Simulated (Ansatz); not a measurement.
Consider the isomerisation: `BO[C](=C)[GeH3]` → `BC(=C)[O][GeH3]`.

Gas-phase electronic energies from Ansatz, PBE0-D4/def2-TZVP geometries. CCSD(T)/CBS adds triple-zeta CCSD(T) − MP2 to the extrapolated MP2 energy (def2 sets, frozen cores). For Ge outer-core shells are correlated without core-valence functions, which leaves a few kJ/mol of doubt a bond. Scalar relativity is left out up to krypton. One conformer a species, not always the lowest.

```tsv
species	MP2/CBS(def2) energy (Eh)
`BO[C](=C)[GeH3]`	-2256.30523
`BC(=C)[O][GeH3]`	-2256.27616
```

Q: Work out ΔE.

A: ΔE = (-2256.27616) − (-2256.30523) = 0.02907 Eh = +0.79 eV. CCSD(T)/CBS gives +0.79 eV.

Largest T1 diagnostic among the species: 0.014.

In def2-TZVPP, CCSD(T) changes the Hartree–Fock value by +0.11 eV (the triples alone add −0.00 eV) and MP2 by +0.10 eV.
